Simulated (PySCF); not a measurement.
**InN⁺ at r²SCAN**

Computed with r²SCAN; PySCF, scalar-relativistic core potentials, basis sets In def2-TZVPPD with ECP28, N def2-TZVPPD.

- state: ⁴Σ⁻ (quartet), unpaired electrons σ ↑, π ↑↑
- bond length: 2.702 Å
- harmonic wavenumber: 118 cm⁻¹
- force constant: 0.103 mdyn/Å
- rotational constant Be: 0.1850 cm⁻¹
- anharmonicity ωexe: 2.48 cm⁻¹
- vibration–rotation constant αe: 0.00529 cm⁻¹
- well depth De to In⁺ + N: 3.8 kcal/mol
- dissociation energy D0: 3.6 kcal/mol
- bond order (Mayer): 0.20
- dipole moment (positive dipole points towards N; it is taken about the centre of mass and depends on that origin): -0.11 D

The bond is weak. Basis-set superposition, not corrected here, can be much of De in a small basis, most of all at correlated wavefunction levels. Spin–orbit coupling is left out, which matters for elements this heavy, above all for dissociation energies. For an ion De counts to the pair picked by the measured ionisation energies or electron affinities, which need not be the lowest pair at this level. The state was picked by a PBE0 search and need not be the measured ground state.
